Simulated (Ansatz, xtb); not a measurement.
# Relative energy of two isomers of C4H10AlF

Structure I: `CCC[CH2][AlH][F]`, a singlet. Structure II: `C[CH2][Al]([F])[CH2]C`, a singlet. Both are isolated molecules in the gas phase, relaxed with PBE0-D4/def2-SVP; the shapes shown needn't be the lowest conformers.

I (Å):

```yaml
atoms:
  - { symbol: C, position_ang: [0.5632, 1.5727, 2.1966] }
  - { symbol: C, position_ang: [0.1950, 1.2191, 0.7653] }
  - { symbol: C, position_ang: [1.3979, 1.0529, -0.1563] }
  - { symbol: C, position_ang: [1.0078, 0.7307, -1.6000] }
  - { symbol: Al, position_ang: [-0.0843, -0.8733, -1.8158] }
  - { symbol: F, position_ang: [0.0413, -2.0693, -0.6518] }
  - { symbol: H, position_ang: [1.2033, 0.7964, 2.6452] }
  - { symbol: H, position_ang: [1.1172, 2.5242, 2.2415] }
  - { symbol: H, position_ang: [-0.3288, 1.6769, 2.8326] }
  - { symbol: H, position_ang: [-0.4749, 1.9942, 0.3504] }
  - { symbol: H, position_ang: [-0.3873, 0.2768, 0.7649] }
  - { symbol: H, position_ang: [2.0425, 0.2514, 0.2455] }
  - { symbol: H, position_ang: [2.0076, 1.9743, -0.1191] }
  - { symbol: H, position_ang: [1.9094, 0.6067, -2.2301] }
  - { symbol: H, position_ang: [0.4644, 1.5806, -2.0551] }
  - { symbol: H, position_ang: [-1.0670, -1.1934, -3.0167] }
```

II (Å):

```xyz
16

C     2.3977    0.4394    0.5009
C     0.9368    0.6231    0.0923
C    -1.3110    0.4427   -2.5534
C    -2.4459    0.7296   -1.5696
Al    0.4873    0.3477   -1.7904
F     1.7413    0.0090   -2.8490
H     2.5569    0.6239    1.5763
H     3.0645    1.1225   -0.0484
H     2.7551   -0.5810    0.2908
H     0.2792   -0.0431    0.6836
H     0.5852    1.6397    0.3565
H    -1.2898    1.2058   -3.3543
H    -1.4938   -0.5064   -3.0916
H    -3.4293    0.7734   -2.0663
H    -2.3082    1.6918   -1.0496
H    -2.5184   -0.0429   -0.7867
```

Quicker runs give these differences E(II) − E(I): GFN2-xTB +18.7 kcal/mol; HF/STO-3G −11.8 kcal/mol (at GFN2-xTB geometries); r2SCAN-D4/def2-SVP −6.2 kcal/mol (at GFN2-xTB geometries).

Which of the two would you expect CCSD(T)/def2-SVP + ΔMP2/def2-TZVPP electronic energies to favour?

Structure II; the calculation gives E(II) − E(I) = −5.4 kcal/mol.

Level by level:

| level | geometry | E(II) − E(I) (kcal/mol) | departure from the last row (kcal/mol) | job, with rough time for the two |
| --- | --- | --- | --- | --- |
| GFN2-xTB | GFN2-xTB | +18.7 | +24.0 | optimisation, 0.32 s |
| HF/STO-3G | GFN2-xTB | −11.8 | −6.5 | single point, 0.48 s |
| r2SCAN-D4/def2-SVP | GFN2-xTB | −6.2 | −0.8 | single point, 6.2 s |
| PBE0-D4/def2-SVP | PBE0-D4/def2-SVP | −5.3 | 0.0 | optimisation, 1.8 min |
| HF/def2-SVP | PBE0-D4/def2-SVP | −4.7 | +0.7 | part of the CCSD(T) run |
| MP2/def2-SVP | PBE0-D4/def2-SVP | −3.8 | +1.6 | part of the CCSD(T) run |
| CCSD(T)/def2-SVP | PBE0-D4/def2-SVP | −3.5 | +1.9 | single point |
| CCSD(T)/def2-SVP + ΔMP2/def2-TZVPP | PBE0-D4/def2-SVP | −5.4 |  | single point, 1.7 min |

As drawn, II has 1 C–Al, 1 C–H in place of 1 C–C, 1 Al–H.

GFN2-xTB puts the two in the other order. The largest departure from CCSD(T)/def2-SVP + ΔMP2/def2-TZVPP is that of GFN2-xTB, 24.0 kcal/mol. The last row adds to CCSD(T) the change of the MP2 difference between the two basis sets, here −1.9 kcal/mol.

With thermal terms from frequencies at re-optimised GFN2-xTB minima (ideal gas, soft modes damped towards free rotors, one conformer each, 298.15 K, 1 atm): the zero-point term adds +0.5 kcal/mol; ΔH is −4.1 and ΔG −5.8 kcal/mol.

The correlated steps freeze 10 core orbitals. Codes used: Ansatz 0.2.0, xtb 6.7.1; the last row on 2 threads of Arm Neoverse V2 on a shared host.
